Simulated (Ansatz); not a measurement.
The same redistribution along the group B, Al, Ga, In.

Program: Ansatz. Geometries: PBE0-D4/def2-TZVP. ΔE: electronic, gas phase. CBS: MP2 limit from def2 TZ/QZ plus the TZ coupled-cluster correction, frozen cores. This one scheme is used for every species. def2 core potentials past Kr. For In, Mg outer-core shells are correlated without core-valence functions, which leaves a few kJ/mol of doubt a bond. Each species was taken in one conformer, which may not be the lowest.

Order these by ΔE at CCSD(T)/CBS, lowest first. (An estimate is asked.)
A. `[F][AlH][F]` + `C[S][Mg][O][SiH3]` → `C[S][Al]([F])[F]` + `[MgH][O][SiH3]`
B. `FBF` + `C[S][Mg][O][SiH3]` → `CSB(F)F` + `[MgH][O][SiH3]`
C. `[F][InH][F]` + `C[S][Mg][O][SiH3]` → `C[S][In]([F])[F]` + `[MgH][O][SiH3]`

A (+0.13 eV), C (+0.40 eV), B (+0.55 eV).

Largest T1 diagnostic: 0.017, for `[F][InH][F]`.
